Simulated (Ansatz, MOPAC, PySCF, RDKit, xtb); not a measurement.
Torsion F1–Te2–S3–H4 in FHSTe (SMILES F[Te]S); at each angle all else is relaxed with GFN2-xTB, and the levels are single points there.
Geometry at 270° (charge 0, multiplicity 1):
```tsv
atom	x (Å)	y (Å)	z (Å)
F	1.7731	-0.7521	0.1212
Te	0.9240	1.0217	-0.3178
S	-1.2327	0.4491	0.4020
H	-1.7148	-0.0411	-0.7403
```

| level | energy at 0° less that at 270° (meV) | cost |
|---|---|---|
| UFF | 194.4 | - |
| GFN-FF | -33.3 | - |
| AM1 | -27.0 | - |
| PM6 | 144.6 | - |
| GFN1-xTB | 254.3 | - |
| HF/def2-TZVPP | 387.4 | - |
| BLYP-D4/def2-TZVPP | 507.2 | ×1 |
| r2SCAN/def2-TZVPP | 517.9 | ×2 |
| B3LYP/LANL2DZ | 350.1 | - |
| B3LYP/def2-TZVPP | 474.5 | ×1 |
| B3LYP-D3(BJ)/def2-TZVPP | 470.9 | ×1 |
| B3LYP-D4/def2-TZVPP | 472.3 | ×1 |
| PBE0/def2-TZVPP | 480.3 | ×2 |
| PBE0-D4/def2-TZVPP | 479.4 | ×2 |
| wB97X-V/def2-TZVPP | 436.3 | ×3 |
| wB97M-V/def2-TZVPP | 440.5 | ×4 |
| MP2/def2-QZVPP | 467.5 | ×6 |
| CCSD/def2-SVP | 370.2 | - |
| CCSD(T)/def2-SVP | 387.7 | ×1 |
| MP2/CBS(def2-TZVPP, def2-QZVPP) + ΔCCSD(T)/def2-TZVPP | 443.5 | ×10 |

The rows run from -33.3 (GFN-FF) to 517.9 meV (r2SCAN/def2-TZVPP). The dispersion term adds -3.6 in B3LYP-D3(BJ), -2.3 in B3LYP-D4, -0.9 in PBE0-D4. The 5 functionals in def2-TZVPP without D3 or D4 span 81.5, from wB97X-V to r2SCAN.

On the grid 0° to 330°, 0° is the highest and 270° the lowest point at MP2/CBS(def2-TZVPP, def2-QZVPP) + ΔCCSD(T)/def2-TZVPP.

Frozen-core correlation. Filled d and f shells under p-block atoms count as core. CBS: X⁻³ extrapolation of the correlation energy, Hartree–Fock from the larger set. Rows in LANL2DZ carry no dispersion term and start afresh at each structure. LANL2DZ brings its own core potentials from Na on. The state reached by AM1, PM6 isn't checked.

The values were computed with Ansatz (a program for electronic structure) with Gaussian orbitals; MOPAC for AM1, PM6 (differences of heats of formation); PySCF for LANL2DZ rows, the dispersion terms; RDKit for the force fields; xtb for the GFN methods. Values without a source in brackets are computed. In def2 rows elements past Kr take small-core potentials, without spin–orbit coupling.

Costs are rough ratios of core time to PBE/def2-TZVPP (about 4 s over the structures, on one shared machine); a dash marks a level with no comparable run of its own.
